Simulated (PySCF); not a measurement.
Heteronuclear NMR

Geometry:
| atom | x (Å) | y (Å) | z (Å) |
| --- | --- | --- | --- |
| C1 | 3.546 | 0.456 | 0.024 |
| C2 | 2.170 | 0.036 | -0.152 |
| C3 | 1.034 | -0.322 | -0.305 |
| C4 | -0.335 | -0.713 | -0.463 |
| Si5 | -1.553 | 0.637 | -1.127 |
| C6 | -2.659 | 0.262 | 0.394 |
| Si7 | -1.369 | -0.934 | 1.159 |
| H8 | 3.599 | 1.280 | 0.736 |
| H9 | 3.964 | 0.788 | -0.927 |
| H10 | 4.149 | -0.372 | 0.401 |
| H11 | -0.364 | -1.615 | -1.081 |
| H12 | -2.148 | 0.325 | -2.430 |
| H13 | -0.986 | 1.985 | -1.139 |
| H14 | -3.605 | -0.212 | 0.145 |
| H15 | -2.901 | 1.127 | 1.006 |
| H16 | -1.841 | -2.301 | 1.395 |
| H17 | -0.706 | -0.415 | 2.355 |

- NMR shieldings at PBE0/pcSseg-1/GIAO
- coordinates at the GFN2-xTB level
- run in PySCF
- single conformer, averaged over atoms made equivalent by symmetry, fast rotation or ring inversion, in vacuum, non-relativistic

Question: What are the ²⁹Si shifts?

Answer: 
```tsv
atoms	environment	σ (ppm)	δ (ppm)
Si5/Si7	silicon bonded to 2 C, 2 H, in a 4-membered ring	372.8	-26.4
```

Shieldings were converted by a linear fit to measured shifts: ²⁹Si: δ = 279.94 − 0.822σ (rms 8.9 ppm, 72 shifts, 25.8 ppm with the 6 outliers that the fit left out vs TMS, solution or neat liquid). A few per cent of atoms miss by over 2 rms, more outside the fitted compound classes.

On a 500 MHz spectrometer ²⁹Si resonates near 99.3 MHz, so 1 ppm is 99.3 Hz.
